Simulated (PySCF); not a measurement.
PySCF input for MoO₂FCl, SMILES [O]=[Mo](=[O])([F])[Cl], multiplicity 1, TDA-PBE/def2-SVPD. Geometry optimised at B3LYP-D3(BJ)/def2-SVP. The multiplicity is an assumed one; no other spin state was optimised. The structure was generated by enumeration; whether it is a known compound was not checked. The def2 effective core potentials stand for the cores of Mo; spin–orbit coupling is left out.

```python
import numpy as np
from pyscf import gto, scf, dft, tdscf

mol = gto.M(
    atom='''
    Mo    0.04486748    0.27971417    0.00000000
    O     0.91498363    0.77291685   -1.34142260
    O     0.91498360    0.77291685    1.34142260
    F    -1.62361767    1.07010873   -0.00000002
    Cl   -0.11244782   -1.98503785   -0.00000000
    ''',
    basis='def2-SVPD',
    ecp={'Mo': 'def2-svp'},
    charge=0,
    spin=0,
    symmetry=True,
    max_memory=1600,
    verbose=4,
)
mf = dft.RKS(mol, xc='pbe').density_fit(auxbasis='def2-universal-jkfit')
mf.grids.level = 3
mf.conv_tol = 1e-9
mf.max_cycle = 100
mf.kernel()
mf.grids = dft.Grids(mol).set(level=1).build(with_non0tab=True)  # coarser grid for the response kernel
td = tdscf.TDA(mf)
td.singlet = True
td.nstates = 10
td.conv_tol = 1e-4
td.positive_eig_threshold = 1e-6
td.kernel(x0=td.get_init_guess(mf, 15))
td.analyze()
tt = tdscf.TDA(mf)
tt.singlet = False
tt.nstates = 4
tt.conv_tol = 1e-4
tt.positive_eig_threshold = 1e-6
tt.kernel(x0=tt.get_init_guess(mf, 9))
tt.analyze(verbose=3)
```

Program output:

```
PySCF version 2.14.0

[INPUT] verbose = 4
[INPUT] num. atoms = 5
[INPUT] num. electrons = 56
[INPUT] charge = 0
[INPUT] spin (= nelec alpha-beta = 2S) = 0
[INPUT] symmetry True subgroup None
[INPUT] Mole.unit = angstrom
[INPUT] Symbol           X                Y                Z      unit          X                Y                Z       unit  Magmom
[INPUT]  1 Mo     0.044867480000   0.279714170000   0.000000000000 AA    0.084787249099   0.528583174460   0.000000000000 Bohr   0.0
[INPUT]  2 O      0.914983630000   0.772916850000  -1.341422600000 AA    1.729068469160   1.460601163562  -2.534921331302 Bohr   0.0
[INPUT]  3 O      0.914983600000   0.772916850000   1.341422600000 AA    1.729068412469   1.460601163562   2.534921331302 Bohr   0.0
[INPUT]  4 F     -1.623617670000   1.070108730000  -0.000000020000 AA   -3.068192727304   2.022212423206  -0.000000037795 Bohr   0.0
[INPUT]  5 Cl    -0.112447820000  -1.985037850000   0.000000000000 AA   -0.212495583104  -3.751177883395   0.000000000000 Bohr   0.0

nuclear repulsion = 269.711316209955
point group symmetry = Cs
symmetry origin: [ 6.74902213e-10 -3.14954353e-09 -4.04941312e-09]
symmetry axis x: [ 1.00000000e+00 -9.08794025e-10 -3.44067069e-09]
symmetry axis y: [-9.08794014e-10 -1.00000000e+00  3.13986665e-09]
symmetry axis z: [3.44067070e-09 3.13986639e-09 1.00000000e+00]
num. orbitals of irrep A' = 81
num. orbitals of irrep A" = 49
number of shells = 50
number of NR pGTOs = 204
number of NR cGTOs = 130
basis = def2-SVPD
ecp = {'Mo': 'def2-svp'}


[settings echo left out]
init E= -770.737805714856
HOMO (A") = -0.53750956644437  LUMO (A') = -0.374259071474493  gap/eV = 4.44227
cycle= 1 E= -777.687948899015  delta_E= -6.95  |g|=  1.6  |ddm|=  3.9
HOMO (A') = -0.0815487018082691  LUMO (A") = -0.0689298295356151  gap/eV = 0.34338
cycle= 2 E= -765.594560262801  delta_E= 12.1  |g|=  6.3  |ddm|= 7.71
HOMO (A') = -0.25711850491405  LUMO (A') = -0.100469362692878  gap/eV = 4.26264
cycle= 3 E= -777.852890900345  delta_E= -12.3  |g|= 1.32  |ddm|= 7.51
HOMO (A") = -0.288369069601112  LUMO (A') = -0.149382981453272  gap/eV = 3.78200
cycle= 4 E= -778.070648625652  delta_E= -0.218  |g|= 0.816  |ddm|= 1.41
HOMO (A") = -0.335420842806249  LUMO (A') = -0.186668833040686  gap/eV = 4.04775
cycle= 5 E= -778.187018216072  delta_E= -0.116  |g|= 0.199  |ddm|= 0.744
HOMO (A") = -0.307529728992388  LUMO (A') = -0.159843650687924  gap/eV = 4.01874
cycle= 6 E= -778.194239527121  delta_E= -0.00722  |g|= 0.0642  |ddm|= 0.299
HOMO (A") = -0.314313526489992  LUMO (A') = -0.166956992773963  gap/eV = 4.00978
cycle= 7 E= -778.194633963263  delta_E= -0.000394  |g|= 0.0528  |ddm|= 0.142
HOMO (A") = -0.313921953776996  LUMO (A') = -0.165547130130297  gap/eV = 4.03748
cycle= 8 E= -778.195487990879  delta_E= -0.000854  |g|= 0.0119  |ddm|= 0.0681
HOMO (A") = -0.313833196857476  LUMO (A') = -0.165729837474179  gap/eV = 4.03010
cycle= 9 E= -778.195513924561  delta_E= -2.59e-05  |g|= 0.00483  |ddm|= 0.00751
HOMO (A") = -0.313541140998774  LUMO (A') = -0.165698373844143  gap/eV = 4.02301
cycle= 10 E= -778.195517796883  delta_E= -3.87e-06  |g|= 0.00193  |ddm|= 0.0051
HOMO (A") = -0.313615857256356  LUMO (A') = -0.165733996901568  gap/eV = 4.02407
cycle= 11 E= -778.195518620893  delta_E= -8.24e-07  |g|= 0.00034  |ddm|= 0.00164
HOMO (A") = -0.313625871926411  LUMO (A') = -0.165729605541556  gap/eV = 4.02446
cycle= 12 E= -778.195518644978  delta_E= -2.41e-08  |g|= 6.03e-05  |ddm|= 0.000308
HOMO (A") = -0.313627834834882  LUMO (A') = -0.165730063494693  gap/eV = 4.02450
cycle= 13 E= -778.195518645842  delta_E= -8.63e-10  |g|= 8.56e-06  |ddm|= 6.65e-05
HOMO (A") = -0.313628188665392  LUMO (A') = -0.165730675227455  gap/eV = 4.02450
Extra cycle  E= -778.195518645812  delta_E= 2.98e-11  |g|= 1.43e-05  |ddm|= 2.25e-05
converged SCF energy = -778.195518645812
tot grids = 30152
Overwritten attributes  positive_eig_threshold  of <class 'pyscf.tdscf.rks.TDA'>


******** <class 'pyscf.tdscf.rks.TDA'> for <class 'pyscf.df.df_jk.DFSymAdaptedRKS'> ********
nstates = 10 singlet
deg_eia_thresh = 1.000e-03
wfnsym = None
conv_tol = 0.0001
eigh lindep = 1e-12
eigh level_shift = 0
eigh max_cycle = 100


Excitation energies (eV)
[4.25766399 4.45218559 4.55026708 4.77005487 4.96498286 5.10132699
 5.22262744 5.3781842  5.55021939 5.71847093]

** Singlet excitation energies and oscillator strengths **
Excited State   1:   A"      4.25766 eV    291.20 nm  f=0.0038
      26 -> 30       -0.10532
      27 -> 29        0.10311
      28 -> 29       -0.67458
Excited State   2:   A"      4.45219 eV    278.48 nm  f=0.0005
      27 -> 29       -0.69722
Excited State   3:   A'      4.55027 eV    272.48 nm  f=0.0000
      26 -> 29       -0.29819
      28 -> 30       -0.63393
Excited State   4:   A'      4.77005 eV    259.92 nm  f=0.0091
      26 -> 29       -0.49076
      27 -> 30        0.42511
      28 -> 30        0.26740
Excited State   5:   A"      4.96498 eV    249.72 nm  f=0.0007
      25 -> 30        0.10113
      26 -> 30       -0.66747
      28 -> 31        0.16931
Excited State   6:   A'      5.10133 eV    243.04 nm  f=0.0196
      24 -> 29       -0.12691
      25 -> 29       -0.46001
      26 -> 29       -0.24457
      26 -> 31       -0.12969
      27 -> 30       -0.40382
      28 -> 30        0.13582
Excited State   7:   A"      5.22263 eV    237.40 nm  f=0.0007
      25 -> 30        0.11820
      26 -> 30       -0.12943
      28 -> 31       -0.66993
Excited State   8:   A'      5.37818 eV    230.53 nm  f=0.0184
      25 -> 29       -0.48175
      25 -> 31        0.14955
      26 -> 29        0.19211
      26 -> 31        0.34908
      27 -> 30        0.26616
Excited State   9:   A"      5.55022 eV    223.39 nm  f=0.0000
      25 -> 30        0.20641
      27 -> 31        0.67190
Excited State  10:   A"      5.71847 eV    216.81 nm  f=0.0000
      23 -> 29       -0.55662
      24 -> 30        0.17606
      25 -> 30       -0.37195

** Transition electric dipole moments (AU) **
state          X           Y           Z        Dip. S.      Osc.
  1         0.0000      0.0000     -0.1920      0.0369      0.0038
  2         0.0000      0.0000     -0.0646      0.0042      0.0005
  3        -0.0146      0.0081      0.0000      0.0003      0.0000
  4        -0.0657      0.2720      0.0000      0.0783      0.0091
  5        -0.0000     -0.0000      0.0756      0.0057      0.0007
  6        -0.0335      0.3943     -0.0000      0.1566      0.0196
  7         0.0000     -0.0000      0.0730      0.0053      0.0007
  8        -0.1722     -0.3312      0.0000      0.1393      0.0184
  9        -0.0000      0.0000      0.0052      0.0000      0.0000
 10        -0.0000     -0.0000     -0.0006      0.0000      0.0000

WARN: ECP detected. Skipping calculation of transition velocity and magnetic dipole moments, which have not yet been implemented.



******** <class 'pyscf.tdscf.rks.TDA'> for <class 'pyscf.df.df_jk.DFSymAdaptedRKS'> ********
nstates = 4 triplet
deg_eia_thresh = 1.000e-03
wfnsym = None
conv_tol = 0.0001
eigh lindep = 1e-12
eigh level_shift = 0
eigh max_cycle = 100


Excitation energies (eV)
[3.79363548 4.1689014  4.2724348  4.27285208]

** Triplet excitation energies and oscillator strengths **
Excited State   1:   A"      3.79364 eV    326.82 nm  f=0.0000
Excited State   2:   A'      4.16890 eV    297.40 nm  f=0.0000
Excited State   3:   A"      4.27243 eV    290.20 nm  f=0.0000
Excited State   4:   A'      4.27285 eV    290.17 nm  f=0.0000
```

Self-consistency was reached.

Cost: around 27 core-seconds (rough).
